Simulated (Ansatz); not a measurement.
Job for Ansatz (a quantum-chemistry and plane-wave program): R-MP2/aug-cc-pVTZ on BeF2 (SMILES [F][Be][F]), atoms moved off the minimum.

Ansatz 0.2 input:
```yaml
crystal:
  periodic: [false, false, false]
  atoms:
    - {symbol: Be, position_ang: [0.00822613, -0.01548942, 0.01594521]}
    - {symbol: F, position_ang: [-0.08247325, 0.02196659, -1.36762182]}
    - {symbol: F, position_ang: [0.00411599, -0.02231862, 1.18632851]}
basis:
  gaussian:
    orbitals: aug-cc-pVTZ
magnetization: {spin_polarized: false}
correlation: {method: mp2, electrons: outside_noble_gas}
scf: {lower_state_search: off}
output: {forces: true}
```

The log:

```
WARN ansatz: RAYON_NUM_THREADS=1 ignored (pool sized by the plan → 1); use --threads N
Functional definition: HF
these checks for a lower state are left out or cut short: starts, cluster_reference, orbital_swaps, neighbouring_geometries, increment
integrals: 0.11 GiB planned
863 factors; integrals over basis functions are off by at most 1.2e-3 eV
mean field: 0.25 GiB planned
mean field evaluation 1: about -5813.5673 eV, gradient 4.0e1 eV
mean field evaluation 2: about -5813.5683 eV, gradient 4.0e1 eV
mean field evaluation 4: about -5815.9103 eV, gradient 1.6e0 eV
mean field evaluation 8: about -5815.9212 eV, gradient 2.1e-4 eV
mean field -5815.92121733 eV, -213.7311625639 hartree, gradient 2.0e-6 eV, S^2 0.000000; 0 other end points of the search recorded, 0 dependent functions left out
3 core orbitals not correlated
reference -5815.92121733 eV, -213.7311625639 hartree; 8, 8 occupied and 127, 127 virtual orbitals, 863 factors
densities: 0.29 GiB planned
second order -15.26942617 eV of doubles, -0.00000000 eV of singles
the calculation of the forces begins
Total energy: -5831.19064350 eV, -214.2923036257 hartree
Atom 0 at     0.008226    -0.015489     0.015945 Å, force    -0.096732     0.126149   -13.941818 eV/Å
Atom 1 at    -0.082473     0.021967    -1.367622 Å, force     0.052237    -0.013099    -0.428506 eV/Å
Atom 2 at     0.004116    -0.022319     1.186329 Å, force     0.044494    -0.113050    14.370324 eV/Å
Dipole moment:     0.053628    -0.017745     0.181499 e Å
Checks for a lower state left out: starts, cluster_reference, orbital_swaps, neighbouring_geometries, increment
```

The run converged.

Cost: about 1.3 core-seconds (a rough figure).
